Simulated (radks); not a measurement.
The numbers below are computed, except where a source is named.
Species: Tl+. Configuration: [Hg] (the NIST ground configuration). Code: a radial shooting solver on a logarithmic mesh with Libxc functionals. Model: scalar-relativistic Kohn-Sham, BLYP, spin-polarised, spherical densities, finite nucleus; Fermi nuclear charge, rms radius 5.4759 fm.

Unscreened Slater integrals over Kohn-Sham orbitals (cm^-1). They are taken over the spin-up orbitals.

integral    value
F0(6s,6s)   82549
F0(6s,5d)   98222
G2(6s,5d)   21919
F0(6s,5p)  102890
G1(6s,5p)  7290.0
F0(5d,5d)  143610
F2(5d,5d)   74094
F4(5d,5d)   49053
F0(5d,5p)  163620
F2(5d,5p)   81015
G1(5d,5p)   97788
G3(5d,5p)   60582
F0(5p,5p)  195970
F2(5p,5p)  105560
